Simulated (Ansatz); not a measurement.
Gas-phase electronic energies from Ansatz, PBE0-D4/def2-TZVP geometries. CBS: MP2 limit from def2 TZ/QZ plus the TZ coupled-cluster correction, frozen cores. One conformer a species, not always the lowest.

`O=C=N[SiH](F)Cl` + `O[SiH](Cl)[SiH2]F` → `O[Si@H](Cl)[Si@H](F)Cl` + `O=C=N[SiH2]F`  (redistribution)

| species | CCSD(T)/CBS(def2) energy (Eh) |
| --- | --- |
| `O=C=N[SiH](F)Cl` | -1017.33874 |
| `O[SiH](Cl)[SiH2]F` | -1215.46540 |
| `O[Si@H](Cl)[Si@H](F)Cl` | -1674.70446 |
| `O=C=N[SiH2]F` | -558.10009 |

Problem. Work out ΔE.

Solution. ΔE = (-1674.70446) + (-558.10009) − (-1017.33874) − (-1215.46540) = -0.00041 Eh = -1.1 kJ/mol.

Largest T1 diagnostic among the species: 0.015.
